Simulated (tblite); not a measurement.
Species: C₅H₇F₃S.
Bonds: C1–C2 (double), C2–C3, C2–S4, S4–C5, C5–C6, C6–F7, C6–F8, C6–F9. Hydrogens: H10, H11 on C1; H12, H13, H14 on C3; H15, H16 on C5.

Computed with GFN2-xTB (tblite), gas phase: Langevin dynamics at 600 K from the optimised GFN2-xTB geometry, time step 0.5 fs, friction 0.01 fs⁻¹, 2000 steps. The instantaneous temperature is 2·E(kin)/(3Nk) with all 3N coordinates.

```
t (fs)  T (K)  E(pot) above start (eV)  C1=C2 (Å)  C2–C3 (Å)  C2–S4 (Å)  S4–C5 (Å)  C5–C6 (Å)  C1–H10 (Å)  C1–C2–S4–C5 (°)
     0    488                    0.000      1.322      1.495      1.781      1.819      1.517       1.076                4
    25    302                    0.480      1.322      1.513      1.795      1.872      1.510       1.079                2
    50    387                    0.778      1.366      1.518      1.779      1.763      1.592       1.059                8
    75    553                    0.779      1.351      1.506      1.754      1.856      1.587       1.057               17
   100    772                    0.835      1.284      1.522      1.887      1.866      1.483       1.124               10
   125    635                    1.235      1.284      1.504      1.758      1.846      1.539       1.057               19
   150    680                    1.204      1.397      1.437      1.806      1.899      1.463       1.075               39
   175    479                    1.298      1.403      1.476      1.751      1.773      1.552       1.174               37
   200    605                    1.088      1.319      1.524      1.901      1.930      1.490       1.080               22
   225    564                    1.377      1.263      1.571      1.667      1.791      1.570       1.024               32
   250    563                    1.045      1.357      1.488      1.779      1.903      1.610       1.094               38
   275    519                    1.166      1.359      1.466      1.736      1.713      1.459       1.121               13
   300    543                    0.907      1.339      1.493      1.804      1.835      1.604       1.070               35
   325    562                    0.869      1.361      1.516      1.703      1.845      1.456       1.051               33
   350    581                    0.770      1.339      1.513      1.870      1.866      1.578       1.120               10
   375    512                    0.618      1.307      1.486      1.728      1.792      1.595       1.036               10
   400    464                    0.767      1.338      1.558      1.791      1.788      1.536       1.031                6
   425    527                    0.892      1.354      1.489      1.801      1.797      1.630       1.145               -1
   450    467                    0.758      1.324      1.445      1.782      1.812      1.489       1.100                6
   475    558                    0.623      1.297      1.478      1.846      1.914      1.529       1.066               28
   500    340                    0.837      1.289      1.572      1.768      1.763      1.519       1.134               22
   525    464                    0.712      1.385      1.524      1.758      1.905      1.496       1.101               35
   550    444                    1.033      1.404      1.477      1.775      1.770      1.541       1.049               39
   575    448                    0.732      1.315      1.529      1.780      1.808      1.496       1.108               29
   600    442                    1.082      1.274      1.528      1.752      1.884      1.569       1.078               19
   625    667                    1.034      1.346      1.440      1.837      1.685      1.582       1.075               27
   650    666                    0.911      1.366      1.453      1.795      1.941      1.533       1.117               48
   675    523                    1.407      1.282      1.591      1.826      1.820      1.502       1.071               29
   700    779                    1.169      1.275      1.561      1.738      1.869      1.541       1.057               50
   725    598                    1.440      1.356      1.440      1.846      1.839      1.521       1.093               72
   750    596                    1.038      1.350      1.483      1.768      1.829      1.617       1.076               63
   775    756                    1.144      1.335      1.563      1.932      1.920      1.481       1.076               62
   800    593                    1.725      1.293      1.448      1.730      1.894      1.565       1.073               77
   825    786                    0.913      1.351      1.520      1.834      1.831      1.503       1.077               73
   850    674                    1.235      1.344      1.538      1.799      1.863      1.436       1.084               67
   875    552                    1.474      1.274      1.478      1.843      1.778      1.545       1.064               88
   900    792                    1.283      1.301      1.511      1.780      1.890      1.514       1.074               76
   925    726                    1.133      1.317      1.558      1.834      1.779      1.572       1.100               80
   950    806                    1.030      1.333      1.481      1.805      1.792      1.562       1.174               75
   975    646                    0.917      1.360      1.443      1.785      1.906      1.486       1.083               66
  1000    411                    1.126      1.315      1.519      1.828      1.834      1.552       0.999               78
```

Problem. From 500 fs on, how do temperature and potential energy compare with equipartition?

Solution. The mean temperature of these 21 frames is 605 K against the target 600 K, and the mean potential energy 1.11 eV against 42 × kT/2 = 1.09 eV for 42 classical harmonic modes. For 16 atoms in a canonical ensemble the temperature itself scatters by T·√(2/(3N)) = 122 K; here its standard deviation is 139 K. The whole run lasts only 10 friction times of 100 fs, so these averages carry a wide statistical error.

Problem. What are the kinetic and total energies of the listed frame with the highest potential energy?

Solution. The one at 800 fs, 1.725 eV above the start. Its kinetic energy is 3NkT/2 = 1.226 eV at 593 K, so the sum is 2.95 eV; over the listed frames the sum runs from 1.01 to 2.95 eV, since the thermostat adds and removes energy.

Problem. How much do the listed bonds fluctuate from 500 fs on?

Solution. 
| bond | at the start (Å) | mean (Å) | standard deviation (Å) |
| --- | --- | --- | --- |
| C1=C2 | 1.322 | 1.327 | 0.037 |
| C2–C3 | 1.495 | 1.507 | 0.046 |
| C2–S4 | 1.781 | 1.801 | 0.045 |
| S4–C5 | 1.819 | 1.838 | 0.062 |
| C5–C6 | 1.517 | 1.530 | 0.040 |
| C1–H10 | 1.076 | 1.084 | 0.033 |

The motion is classical and holds no zero-point motion.

The cost below is that of the whole dynamics run. On INTEL XEON PLATINUM 8581C at 2.10 GHz, one thread, shared host, this took 12 s of wall time and 0.18 GiB of memory at its peak.
